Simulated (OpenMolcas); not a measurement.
## V3+: moving or changing the point charges

V3+ among 4 point charges of -1 e arranged as a tetrahedron (Td), 1.75 Å from the ion.
```
   1.0104    1.0104    1.0104  -1.00
   1.0104   -1.0104   -1.0104  -1.00
  -1.0104    1.0104   -1.0104  -1.00
  -1.0104   -1.0104    1.0104  -1.00
```

```
Program             : OpenMolcas
Method              : SS-CASPT2, IPEA 0.25 Eh, imaginary shift 0.1 Eh (closed shells correlated: 3s 3p)
Basis               : ANO-RCC-VDZP [5s4p2d1f]
Scalar Hamiltonian  : DKH2, point nucleus
Active space        : 2 electrons in 5 orbitals (3d)
State averaging     : 2S+1 = 3 even, 10 roots; 2S+1 = 1 even, 15 roots
Spin-orbit coupling : state interaction with AMFI integrals over the reference wave functions
```

Runs around this geometry, states (labels of Td). Energies in cm-1 above the lowest state or level, χT in cm3 K/mol.

```tsv
R (Å)	q (e)	Ground state	First state of that spin	First gap with spin-orbit (degeneracies)	χT at 300 K	First state of another spin
1.75	-0.8	3A2	3T2 1230	1200 (3, 1)	0.870	1E 11620
1.59	-1	3A2	3T2 2610	2540 (3, 1)	0.927	1E 12110
1.75	-1	3A2	3T2 1860	1810 (3, 1)	0.902	1E 11780
1.84	-1	3A2	3T2 1590	1540 (3, 1)	0.890	1E 11580
```

Taking the first state of the same spin as R^-n, n = -ln(1590 / 2610) / ln(1.84 / 1.59) = 3.4 between the shortest and longest distance.

Roots that are degenerate in the reference are averaged as groups; the widest CASPT2 spread within a group is 530 cm-1 (the 3-fold group of multiplicity 3 near 1230 cm-1 above the lowest state of its run, R = 1.75, q = -0.8). Shifts and gaps below about the spread of the groups concerned are not significant. Free-ion shares, where given, are those of the reference states; single-state CASPT2 does not remix them. The ground term spreads over less than 5000 cm-1, several times less than with real ligands, so orbital moments are less quenched and χT lies further from the spin-only value than at real sites (holds for R = 1.75, q = -0.8; R = 1.75, q = -1; R = 1.84, q = -1). This is an electrostatic model: the charges have no orbitals. No measured value stands beside these numbers.
